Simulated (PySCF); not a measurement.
H7NO2Si2. Atoms are numbered in the order given.

```xyz
12

N      1.3766     1.3960     0.0000
Si     0.4121    -0.0508     0.0000
O      0.7822    -0.8604    -1.4133
O      0.7822    -0.8604     1.4133
Si    -1.9159     0.1369     0.0000
H      1.3886     1.9816     0.8334
H      1.3886     1.9816    -0.8334
H      1.7243    -0.8900    -1.6390
H      1.7243    -0.8900     1.6390
H     -2.3633     0.8970    -1.2037
H     -2.5978    -1.1878     0.0000
H     -2.3633     0.8970     1.2037
```

The structure is a stationary point at TPSSh-D3(BJ)/def2-SVP. This is a generated structure with no PubChem entry under its InChIKey; it may be hypothetical. One conformer was computed; it need not be the lowest.

These are PBE/def2-TZVP in PySCF values and carry that method's errors.

The molecule is in vacuum.

The total energy is -788.10734 hartree, the point group comes out as Cs and the highest occupied level comes out as -6.17 eV. The lowest empty level is -0.39 eV. The orbital gap is 5.78 eV and the dipole moment comes out as 3.19 D. The quadrupole, principal values (traceless, Buckingham form, about the centre of nuclear charge) comes out as -2.90, -0.01, 2.91 D·Å, the mean static polarisability comes out as 72.5 bohr³ (10.74 Å³) and the polarisability, principal values is 65.6, 66.5, 85.4 bohr³.
